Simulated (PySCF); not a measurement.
# How the method changes the shape and vibrations of BClGeH3O

These are calculations, not measurements. The program is PySCF 2.14.0, an open-source quantum chemistry code, run on an isolated molecule that a program drew, which may never have been made. The molecule is BClGeH3O (charge 0, doublet), drawn as the SMILES string `[BH2][Ge]([OH])[Cl]`.

The geometry was optimised and harmonic frequencies were computed with HF and MP2, all in the cc-pV(D+d)Z basis, for the commonest isotopes, with a restricted reference for singlets and an unrestricted one otherwise, and a frozen core in MP2. Germanium has the cc-pVDZ-PP basis, with a core potential (ECP10MDF) in place of its 10 inner electrons, and its 3s, 3p and 3d shells are frozen in MP2. Each result is a local minimum of its method.

Geometry at the HF minimum:
```xyz
7
BClGeH3O, angstrom
B     1.1027    0.6964   -2.5321
Ge    1.4755   -0.8746   -1.2515
O     0.1519   -1.3034   -0.1594
Cl    3.2222   -0.6436    0.0496
H    -0.0066    0.8268   -2.9522
H     2.0369    1.2967   -2.9676
H     0.4135   -1.6320    0.6904
```

Lengths of the bonds as drawn, in Å (atoms numbered as above):
| bond | HF | MP2 |
|---|---|---|
| B1-Ge2 | 2.061 | 1.961 |
| Ge2-O3 | 1.769 | 1.781 |
| Ge2-Cl4 | 2.190 | 2.159 |
| B1-H5 | 1.193 | 1.200 |
| B1-H6 | 1.193 | 1.200 |
| O3-H7 | 0.948 | 0.972 |

Rotational constants, in GHz:
| constant | HF | MP2 |
|---|---|---|
| A | 5.436 | 5.838 |
| B | 2.879 | 2.982 |
| C | 2.036 | 1.974 |

Harmonic frequencies in cm^-1, each column in rising order, so a row needn't be the same motion in every method:
| rank | HF | MP2 |
|---|---|---|
| 1 | 111 | 137 |
| 2 | 143 | 141 |
| 3 | 187 | 206 |
| 4 | 247 | 295 |
| 5 | 266 | 347 |
| 6 | 397 | 424 |
| 7 | 543 | 640 |
| 8 | 664 | 663 |
| 9 | 749 | 675 |
| 10 | 913 | 750 |
| 11 | 948 | 930 |
| 12 | 1204 | ? |
| 13 | 2716 | 2655 |
| 14 | 2831 | 2790 |
| 15 | 4143 | 3822 |

**Estimate the missing MP2 frequency from the HF column.**

A single factor s that minimises the squared misfit of MP2 against s times HF over the other rows is sum(HF x MP2) / sum(HF^2) = 0.9518, with an rms misfit of 74 cm^-1. For rank 12 it gives 0.9518 x 1204 = 1146 cm^-1. The calculation gives 1113 cm^-1, 33 cm^-1 below the estimate. The drawn bonds are on average 0.3 % shorter in MP2 than in HF.
